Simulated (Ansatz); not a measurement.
## What each rung costs, and what it gives

Saddle point of Si$_{2}$NH$_{9}$O, singlet (Si₂NH₇ ([NH2][SiH2][SiH3]) + H₂O → Si₂H₆O ([OH][SiH2][SiH3]) + NH₃; bonds formed: Si1–O7, N2–H6; bonds broken: Si1–N2, H6–O7), PBE0-D4/def2-TZVP structure:

```csv
atom,x (Å),y (Å),z (Å)
Si1,-0.6507,-0.3913,0.3221
N2,0.8855,-0.6887,1.3604
H3,-1.7741,0.1737,1.1175
H4,-1.0869,-1.8472,0.2748
Si5,-0.3018,0.1596,-1.9171
H6,0.9534,0.4988,1.3114
O7,0.3546,1.4245,0.6159
H8,1.6268,-1.1910,0.8870
H9,0.7081,-1.1316,2.2533
H10,-0.9027,-0.8211,-2.8669
H11,1.1697,0.1702,-2.1592
H12,-0.8418,1.5090,-2.2269
H13,-0.1404,2.1349,1.0276
```

Barriers are electronic and count from the start structure reached by relaxing down the imaginary mode.

Program: Ansatz 0.2.0. Basis: as named in each row. Cores are frozen in the correlated methods. B3LYP uses VWN-RPA correlation. Extrapolation: Hartree–Fock as exp(−7.88 √X), correlation as X^−2.97.

Times are rough, for one single point on 8 threads of a shared host (Intel Xeon 6975P-C).

The estimate by CCSD(T) at an estimated basis limit (MP2 extrapolated from triple and quadruple zeta, plus CCSD(T) − MP2 in triple zeta) is 107.9 kJ/mol.

```json
{"method": "HF", "basis": "STO-3G", "time (s)": "under 1", "barrier (kJ/mol)": "191.5", "method less estimate": "83.5"}
{"method": "PBE-D4", "basis": "STO-3G", "time (s)": "under 1", "barrier (kJ/mol)": "11.4", "method less estimate": "-96.6"}
{"method": "SPW92", "basis": "def2-SVP", "time (s)": "under 1", "barrier (kJ/mol)": "42.6", "method less estimate": "-65.4"}
{"method": "B3LYP-D4", "basis": "6-31G", "time (s)": "under 1", "barrier (kJ/mol)": "65.1", "method less estimate": "-42.8"}
{"method": "PBE-D4", "basis": "def2-SVP", "time (s)": "under 1", "barrier (kJ/mol)": "70.6", "method less estimate": "-37.4"}
{"method": "PBE0-D4", "basis": "def2-SVP", "time (s)": "under 1", "barrier (kJ/mol)": "84.6", "method less estimate": "-23.3"}
{"method": "SPW92", "basis": "def2-TZVPP", "time (s)": "under 1", "barrier (kJ/mol)": "57.3", "method less estimate": "-50.6"}
{"method": "PBE-D4", "basis": "def2-TZVPP", "time (s)": "under 1", "barrier (kJ/mol)": "83.7", "method less estimate": "-24.2"}
{"method": "BLYP-D4", "basis": "def2-TZVPP", "time (s)": "under 1", "barrier (kJ/mol)": "97.7", "method less estimate": "-10.3"}
{"method": "wB97M-V", "basis": "def2-SVP", "time (s)": "1", "barrier (kJ/mol)": "89.0", "method less estimate": "-18.9"}
{"method": "BHLYP-D4", "basis": "def2-TZVPP", "time (s)": "1", "barrier (kJ/mol)": "118.8", "method less estimate": "10.8"}
{"method": "r2SCAN-D4", "basis": "def2-TZVPP", "time (s)": "1", "barrier (kJ/mol)": "91.7", "method less estimate": "-16.2"}
{"method": "PBE0-D4", "basis": "def2-TZVPP", "time (s)": "1", "barrier (kJ/mol)": "95.4", "method less estimate": "-12.6"}
{"method": "B3LYP-D4", "basis": "def2-TZVPP", "time (s)": "1", "barrier (kJ/mol)": "105.5", "method less estimate": "-2.4"}
{"method": "CCSD(T)", "basis": "def2-SVP", "time (s)": "2", "barrier (kJ/mol)": "108.4", "method less estimate": "0.4"}
{"method": "CAM-B3LYP-D4", "basis": "def2-TZVPP", "time (s)": "2", "barrier (kJ/mol)": "105.0", "method less estimate": "-2.9"}
{"method": "r2SCAN0-D4", "basis": "def2-TZVPP", "time (s)": "2", "barrier (kJ/mol)": "100.0", "method less estimate": "-8.0"}
{"method": "B2PLYP", "basis": "def2-TZVPP", "time (s)": "2", "barrier (kJ/mol)": "107.1", "method less estimate": "-0.9"}
{"method": "PBE-QIDH", "basis": "def2-TZVPP", "time (s)": "2", "barrier (kJ/mol)": "101.6", "method less estimate": "-6.3"}
{"method": "RPA on PBE", "basis": "def2-TZVPP", "time (s)": "2", "barrier (kJ/mol)": "107.0", "method less estimate": "-1.0"}
{"method": "B97M-V", "basis": "def2-TZVPP", "time (s)": "3", "barrier (kJ/mol)": "104.9", "method less estimate": "-3.1"}
{"method": "wB97M-V", "basis": "def2-TZVPP", "time (s)": "3", "barrier (kJ/mol)": "101.2", "method less estimate": "-6.7"}
{"method": "wB97X-V", "basis": "def2-TZVPP", "time (s)": "3", "barrier (kJ/mol)": "104.1", "method less estimate": "-3.8"}
{"method": "MP2", "basis": "def2-QZVPP", "time (s)": "8", "barrier (kJ/mol)": "101.9", "method less estimate": "-6.0"}
{"method": "CCSD(T)", "basis": "def2-TZVPP", "time (s)": "24", "barrier (kJ/mol)": "108.5", "method less estimate": "0.5"}
```

All methods are single points on the PBE0-D4 structures.

The T1 diagnostic stays at or below 0.013.

The step is the kind of ligand exchange by which a precursor binds to a hydroxyl group, or is hydrolysed, in atomic layer deposition of oxides.

Labels in which every atom is bracketed show which atoms are joined, not bond orders.
